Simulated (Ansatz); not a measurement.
`[CH3][In]([CH3])[O][SiH3]` + `CSC(C)N` → `[CH3][In]([NH2])[O][SiH3]` + `CSC(C)C`  (formal exchange of groups at the In–C bond)

Computed with Ansatz on PBE0-D4/def2-TZVP structures; ΔE is electronic, products minus reactants. CCSD(T)/CBS adds triple-zeta CCSD(T) − MP2 to the extrapolated MP2 energy (def2 sets, frozen cores). Functionals use def2-TZVPP. Elements past krypton have def2 core potentials. For In outer-core shells are correlated without core-valence functions, which leaves a few kJ/mol of doubt a bond. Each species was taken in one conformer, which may not be the lowest.

| level | ΔE (kJ/mol) |
| --- | --- |
| ωB97X-V | -43.6 |
| SCS-MP2/def2-TZVPP | -46.9 |
| HF/def2-QZVPP | -47.2 |
| MP2/CBS(def2) | -50.5 |

(1) What does CCSD(T)/CBS give? (Estimate.)

Largest T1 diagnostic among the species: 0.014.

Answers

(1) Computed: -48.3 kJ/mol. The listed levels differ from it by 4.7, 1.4, 1.1, -2.2 kJ/mol.

From PBE to PBE0 (25 % exact exchange), in def2-TZVPP and without D4, ΔE moves by −3.3 kJ/mol.

CCSD(T)/CBS has its own doubt, a few kJ/mol and more with outer-core shells, so smaller differences from it don't rank the levels.
